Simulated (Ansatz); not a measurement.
Gas-phase electronic energies from Ansatz, PBE0-D4/def2-TZVP geometries. CCSD(T)/CBS adds triple-zeta CCSD(T) − MP2 to the extrapolated MP2 energy (def2 sets, frozen cores). Double bonds are as drawn, so ΔE can hold a change between cis and trans. Functionals use def2-TZVPP. B3LYP here is the variant with VWN-RPA as its local correlation; programs differ in this. Elements past krypton have def2 core potentials. For Sn outer-core shells are correlated without core-valence functions, which leaves a few kJ/mol of doubt a bond. Each species was taken in one conformer, which may not be the lowest.

Reaction (substitution at a C–Sn bond): `C=[CH][SnH]([CH3])[F]` + `O/C=C\F` → `CO/C=C/F` + `C=[CH][SnH2][F]`

Is it downhill or uphill in electronic energy at CCSD(T)/CBS, and by how much? (An estimate is asked.)

The calculation gave: Uphill: ΔE = +96.1 kJ/mol.

What do these levels give: PBE0-D4, B3LYP-D4, ωB97M-V, B2PLYP, PBE, HF/def2-TZVPP, MP2/def2-TZVPP, CCSD(T)/def2-TZVPP, HF/def2-QZVPP, MP2/def2-QZVPP, HF/CBS(def2), CCSD/CBS(def2)? (Best estimate.)

The calculation gave: PBE0-D4 86.1, B3LYP-D4 82.5, ωB97M-V 85.8, B2PLYP 85.6, PBE 84.1, HF/def2-TZVPP 74.7, MP2/def2-TZVPP 96.3, CCSD(T)/def2-TZVPP 88.6, HF/def2-QZVPP 75.3, MP2/def2-QZVPP 100.8, HF/CBS(def2) 75.3, CCSD/CBS(def2) 95.2 kJ/mol.

Largest T1 diagnostic among the species: 0.013.

In def2-TZVPP, CCSD(T) changes the Hartree–Fock value by +13.8 kJ/mol (the triples alone add +0.9 kJ/mol) and MP2 by +21.5 kJ/mol.
